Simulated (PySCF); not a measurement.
Hg⁺: excitation energy

Hg⁺ [Xe] 4f14 5d10 6s1 (2S) → Hg⁺ [Xe] 4f14 5d9 6s1 6p1 (high-spin determinant), as a difference of total energies. All numbers are calculated (PySCF 2.14, a scalar-relativistic core potential, in aug-cc-pwCVDZ-PP with ECP60MDF (6s6p5d3f, 70 functions)). Correlated levels: valence: 5s2 5p6 frozen; valence and next inner shell: nothing frozen outside the core potential. The calculations carry no spin-orbit coupling.

```tsv
method	excitation energy (eV)
UHF	10.115
PBE	11.461
r2SCAN	11.269
BLYP	11.485
HSE06	11.332
r2SCANh	11.233
B2PLYP	11.487
MP2 (valence)	11.719
SCS-MP2 (valence)	11.706
MP2 (valence and next inner shell)	11.442
SCS-MP2 (valence and next inner shell)	11.392
```

Task: Estimate what LDA gives.

Result: 11.663 eV, closest to SCS-MP2 (valence) among the rows shown.

Task: Estimate what PBE0 gives.

Result: 11.332 eV, closest to HSE06 among the rows shown.

The determinant of the upper state mixes LS terms, which raises its energy above the lowest term, most at the Hartree-Fock and MP2 levels.
